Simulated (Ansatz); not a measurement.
Relaxation of CH9BSn2 (13 atoms, charge 0, multiplicity 1), to a largest force component of 0.015 eV/Å in at most 40 steps.

Method: RKS LDA/def2-SVP in Ansatz 0.2.0.

```xyz
13
Properties=species:S:1:pos:R:3
B -0.864 1.997 -0.705
Sn 0.488 0.354 -0.395
C 1.217 0.445 1.594
Sn -0.791 -2.048 -0.763
H -1.449 2.162 -1.778
H -1.126 2.822 0.156
H 1.845 0.469 -1.527
H 0.444 0.389 2.317
H 1.788 1.420 1.801
H 1.951 -0.401 1.797
H -1.509 -2.128 -2.369
H -2.165 -2.152 0.403
H 0.192 -3.364 -0.516
```

Task: Where does it end, and by what steps?

Result: It converged. The force dipped under the threshold on the way, but the program's further checks kept it going. After 26 steps the energy has fallen by 0.719 eV; H6 moved furthest, 1.54 Å. Joined: B1–Sn4.

```
step  energy less start (eV)  largest force component (eV/Å)  accepted
   0                  0.0000                           2.883       yes
   1                 -0.1502                           1.104       yes
   2                 -0.1856                           0.704       yes
   3                 -0.2477                           0.355       yes
   4                 -0.2701                           0.057       yes
   5                 -0.2787                           0.026       yes
   6                 -0.2784                           0.248        no
   7                 -0.2808                           0.032       yes
   8                 -0.2826                           0.038       yes
   9                 -0.2820                           0.124        no
  10                 -0.2834                           0.053       yes
  11                 -0.2850                           0.041       yes
  12                 -0.2874                           0.100       yes
  13                 -0.2961                           0.224       yes
  14                 -0.3206                           0.355       yes
  15                 -0.3863                           0.463       yes
  16                 -0.5003                           0.396       yes
  17                 -0.5966                           0.933       yes
  18                 -0.6626                           0.472       yes
  19                 -0.6363                           0.635        no
  20                 -0.7059                           0.087       yes
  21                 -0.7135                           0.122       yes
  22                 -0.7170                           0.094       yes
  23                 -0.7189                           0.040       yes
  24                 -0.7192                           0.020       yes
  25                 -0.7194                           0.010       yes
  26                 -0.7195                           0.006       yes
```

```xyz
13
Properties=species:S:1:pos:R:3
B -1.163 1.118 -0.885
Sn 0.878 0.878 -0.254
C 1.560 0.418 1.725
Sn -1.293 -1.211 -0.862
H -1.299 1.457 -2.048
H -1.908 1.508 -0.002
H 2.192 0.402 -1.290
H 0.759 0.604 2.466
H 2.441 1.049 1.963
H 1.872 -0.647 1.763
H -1.696 -1.783 -2.429
H -2.455 -1.703 0.303
H 0.133 -2.124 -0.433
```

Time of the run: 33 s on 2 threads of Intel(R) Xeon(R) Platinum 8488C (Sapphire Rapids), on a shared host, peak memory 0.19 GiB.
